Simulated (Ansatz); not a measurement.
Series SiXY, Y = methyl, computed as singlets and as triplets. Isolated molecules, 0 K electronic values unless said otherwise. One relaxed conformer stands for each flexible species; it need not be the lowest. Strings in code marks are SMILES.

Quantity: adiabatic spin-state energy, in kcal/mol. The DFT solution of `C[Si][AlH2]` is unstable or spin-contaminated; the geometry comes from it. HF references are unrestricted for open shells and restricted for singlets. The restricted reference of `C[Si]Cl`, `C[Si]O`, `C[Si]S`, `C[Si][AlH2]` and `C[SiH]` is unstable towards unrestricted orbitals.

A: `C[Si]N`: multiplicity 3 minus multiplicity 1
B: `C[Si]S`: multiplicity 3 minus multiplicity 1
C: `C[Si][AlH2]`: multiplicity 3 minus multiplicity 1
D: `C[Si]O`: multiplicity 3 minus multiplicity 1
E: `C[SiH]`: multiplicity 3 minus multiplicity 1
F: `C[Si]Cl`: multiplicity 3 minus multiplicity 1

Q: Rank these by adiabatic spin-state energy (lowest first), as frozen-core CCSD(T)/cc-pVTZ // B3LYP-D3(BJ)/def2-TZVP (Ansatz, a quantum-chemistry and plane-wave program) gives it.

A: C (1.85 kcal/mol), E (22.7 kcal/mol), B (35.1 kcal/mol), F (37.5 kcal/mol), D (42.9 kcal/mol), A (43.7 kcal/mol)
